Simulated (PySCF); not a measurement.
## Calculated NMR data

[PySCF: NMR shieldings at PBE0/pcSseg-1/GIAO; geometry: GFN2-xTB; relativity neglected; one averaged value for each set of equivalent atoms; isolated molecule; single conformer]

References, each an isolated molecule treated in the same way: $^{1}$H (σ = 31.72 ppm) and $^{13}$C (σ = 186.93 ppm) against TMS. Splittings of carbon signals by F and P are missing where no couplings were computed. Where no couplings were computed, multiplicities follow the n + 1 count of equivalent neighbours, and m marks all less simple cases (inequivalent or close neighbours, rings, F or P nearby). Shifts are as computed. Against solution values, carbons near 30 ppm lie about +3 ppm off and those near 130 ppm about +5 ppm. Of 1309 compounds with measured shifts, 239 miss one by over three times the rms of a fit or turn the order of signals round; such compounds aren't used in these exercises.

Compound 1 (C$_{6}$H$_{12}$F$_{2}$Si). $^{1}$H NMR (500 MHz, computed): δ 5.27 (m, 1H), 1.99 (m, 1H), 1.93 (m, 1H), 1.78 (m, 1H), 1.70 (m, 1H), 1.52 (m, 1H), 1.26 (m, 3H), 1.16 (m, 1H), 1.16 (m, 1H), 0.81 (m, 1H). $^{13}$C{$^{1}$H} NMR (computed): δ 97.1, 44.0, 31.6, 29.0, 22.0, 15.4. Structure: SMILES C[C@@]1(F)CCC[Si@H](F)C1.

Compound 2 (C$_{4}$H$_{3}$F$_{3}$OSi). $^{1}$H NMR (500 MHz, computed): δ 9.32 (m, 1H), 8.01 (d, 1H), 5.68 (m, 1H). $^{13}$C{$^{1}$H} NMR (computed): δ 212.7, 187.1, 182.0, 138.4. Structure: SMILES O=C1C=C[Si@H]1C(F)(F)F.

Compound 3 (C$_{8}$H$_{11}$FSi). $^{1}$H NMR (500 MHz, computed): δ 7.24 (m, 1H), 6.73 (d, 1H), 6.13 (m, 1H), 4.77 (m, 1H), 4.70 (m, 1H), 4.56 (m, 1H), 3.54 (m, 1H), 2.31 (m, 1H), 2.26 (m, 1H), 2.23 (m, 1H), 1.49 (m, 1H). $^{13}$C{$^{1}$H} NMR (computed): δ 159.3, 156.7, 146.9, 132.1, 96.8, 50.7, 28.4, 19.2. Structure: SMILES F[C@@H]1CC[C@H]1C1=CC=C[SiH2]1.

Compound 4 (C$_{8}$H$_{8}$F$_{2}$). $^{1}$H NMR (500 MHz, computed): δ 5.23 (m, 1H), 5.18 (m, 1H), 4.15 (m, 1H), 3.15 (d, 2H), 3.04 (d, 2H), 1.47 (t, 1H). $^{13}$C{$^{1}$H} NMR (computed): δ 171.1, 153.4, 119.4, 86.7, 84.6, 76.5, 33.4, 27.1. Structure: `C#CCC(=C)CC=C(F)F`.
